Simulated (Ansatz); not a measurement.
Calculated with Ansatz (gas phase, PBE0-D4/def2-TZVP geometries, no zero-point term in ΔE). CCSD(T)/CBS is the MP2 limit (def2-TZVPP, def2-QZVPP) plus CCSD(T) − MP2 in def2-TZVPP, frozen cores. Functionals use def2-TZVPP. Each species was taken in one conformer, which may not be the lowest.

Consider the ligand exchange at the Si–N bond: `CN(C)[SiH](O)O` + `N[SiH2]F` → `O[SiH](O)N[SiH2]F` + `CNC`.

```csv
level,ΔE (eV)
ωB97M-V,-0.06
B2PLYP,-0.07
PBE,-0.06
CCSD(T)/def2-TZVPP,-0.07
```

Q: What does CCSD(T)/CBS give? (An estimate is asked.)

A: Computed: -0.07 eV. The listed levels differ from it by 0.01, 0.00, 0.01, 0.00 eV.

Largest T1 diagnostic among the species: 0.012.

In def2-TZVPP, CCSD(T) changes the Hartree–Fock value by +0.07 eV (the triples alone add +0.01 eV) and MP2 by +0.09 eV.
